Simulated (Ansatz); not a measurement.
BClH₂SSi, SMILES `ClB1[SiH2]S1`, 6 atoms. Total charge 0; spin multiplicity 1. All runs use 2 threads of an Arm Neoverse V1 on a shared host. Correlated methods freeze the cores. Open-shell runs search over several starts.

Problem. Give the basis size and wall time and peak host memory of each of these runs in Ansatz. RKS PBE0-D4/def2-TZVP frequencies; RKS ωB97M-V/def2-SVP energy; RKS BHLYP-D4/def2-TZVPP energy; RKS r2SCANh-D4/def2-TZVPP energy; RKS PBE0-D4/def2-QZVPP energy; RHF-MP2/def2-QZVPP energy; UHF-CCSD(T)/def2-TZVPP energy of the cation; UKS B3LYP-D4/def2-TZVPP energy of the cation; RKS ωB97M-V/def2-QZVPP energy; UKS PBE-D4/def2-TZVPP energy of the cation; RHF-CCSD(T)/def2-SVP energy; RKS PBE0-D4/def2-TZVP relaxation (6 steps). (An estimate is asked.)

Solution. Ansatz gave: Other jobs shared the machine, so times are rough.

| level | job | functions | wall time | peak host memory (GiB) |
| --- | --- | --- | --- | --- |
| RHF-CCSD(T)/def2-SVP | energy | 78 | 1.6 s | 0.39 |
| RKS BHLYP-D4/def2-TZVPP | energy | 185 | 3.3 s | 0.41 |
| RKS ωB97M-V/def2-SVP | energy | 78 | 5.5 s | 0.39 |
| RKS r2SCANh-D4/def2-TZVPP | energy | 185 | 6 s | 0.4 |
| UKS PBE-D4/def2-TZVPP | energy of the cation | 185 | 6.5 s | 0.39 |
| RKS PBE0-D4/def2-QZVPP | energy | 327 | 8.5 s | 0.96 |
| UKS B3LYP-D4/def2-TZVPP | energy of the cation | 185 | 9.5 s | 0.57 |
| RHF-MP2/def2-QZVPP | energy | 327 | 15 s | 1.2 |
| RKS ωB97M-V/def2-QZVPP | energy | 327 | 20 s | 1.1 |
| RKS PBE0-D4/def2-TZVP | relaxation (6 steps) | 154 | 24 s | 0.34 |
| RKS PBE0-D4/def2-TZVP | frequencies | 154 | 82 s | 0.39 |
| UHF-CCSD(T)/def2-TZVPP | energy of the cation | 185 | 2.7 min | 3.9 |

B3LYP here is the variant with VWN-RPA as its local correlation; programs differ in this.
